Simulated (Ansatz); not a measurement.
Molecule: bromo(trimethyl)silane, C$_{3}$H$_{9}$BrSi, net charge 0, singlet state. 
Geometry from a B3LYP-D3(BJ)/def2-TZVP (Ansatz, a quantum-chemistry and plane-wave program) optimisation:
```xyz
14

Si    -0.0196     0.0954    -0.8263
C      1.6956    -0.2681    -1.4672
C     -1.2730    -1.1157    -1.4948
C     -0.5205     1.8607    -1.1690
Br     0.0337    -0.1643     1.4232
H      2.4279     0.4157    -1.0355
H      1.9974    -1.2874    -1.2219
H      1.7233    -0.1560    -2.5546
H     -0.9952    -2.1419    -1.2497
H     -1.3369    -1.0299    -2.5830
H     -2.2632    -0.9238    -1.0791
H     -0.5612     2.0385    -2.2472
H      0.1939     2.5617    -0.7349
H     -1.5046     2.0767    -0.7506
```

CCSD(T) with Ansatz in growing basis sets, 32 correlated electrons. Cores are frozen in the correlated levels unless marked. UHF or UKS for open shells. No spin-orbit coupling. Frozen are the shells of the preceding noble gas and the d and f shells that filled before the atom's block. No relativistic terms. Costs are ratios of core time to the smallest set, on shared machines of one kind, and rough; they hold the program's checks for lower states.

```tsv
basis	functions	cost over smallest	E(corr) (Eh)	electronic atomisation energy (kcal/mol)
def2-SVP	137	1×	-0.7416	1181.9
def2-TZVPP	309	20×	-0.9190	1217.0
```

Formally CCSD grows as o²v⁴ and (T) as o³v⁴; with o = 16 and v going from 99 to 271 both grow 56-fold in the last step, while integrals and the mean field grow more slowly. That step adds 177.4 mEh of correlation energy and 35.1 kcal/mol to the atomisation energy.
